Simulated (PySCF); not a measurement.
PySCF 2.14 output of an unrestricted TPSSh calculation on a single atom or ion in dyall-av2z, with the non-relativistic Hamiltonian (point nucleus):

```
SCF conv_tol = 1e-09
number electrons alpha = 20  beta = 18
    V. N. Staroverov, G. E. Scuseria, J. Tao, and J. P. Perdew.,  J. Chem. Phys. 119, 12129 (2003)
cycle= 1 E= -3133.11372457925  delta_E= -0.0132  |g|= 0.0622  |ddm|= 0.499
cycle= 2 E= -3133.11388310591  delta_E= -0.000159  |g|= 0.0464  |ddm|= 0.198
cycle= 3 E= -3133.11398166126  delta_E= -9.86e-05  |g|= 0.00192  |ddm|= 0.0487
cycle= 4 E= -3133.11398448356  delta_E= -2.82e-06  |g|= 0.000688  |ddm|= 0.0525
cycle= 5 E= -3133.11398492946  delta_E= -4.46e-07  |g|= 0.000152  |ddm|= 0.0206
cycle= 6 E= -3133.11398502943  delta_E= -1e-07  |g|= 2.31e-05  |ddm|= 0.0152
cycle= 7 E= -3133.1139850328  delta_E= -3.37e-09  |g|= 2.15e-06  |ddm|= 0.00304
cycle= 8 E= -3133.11398503287  delta_E= -7.23e-11  |g|= 1.88e-07  |ddm|= 0.000506
converged SCF energy = -3133.11398503287  <S^2> = 2.0001767  2S+1 = 3.0001178
```

The run itself started from symmetry-adapted Hartree-Fock orbitals and held the occupation by maximum overlap, on a logarithmic radial grid, so the iterations belong to that start.

Question: Which element, charge and spin multiplicity is this?

Answer: Sr (strontium, neutral), multiplicity 3; the state was [Kr] 5s1 6s1, high-spin 3S determinant (an excited configuration).

A non-relativistic calculation at this Z misses sizeable relativistic shifts. The outer electron is Rydberg-like, and this basis confines it to a smaller radius and binds it less than a complete one would.
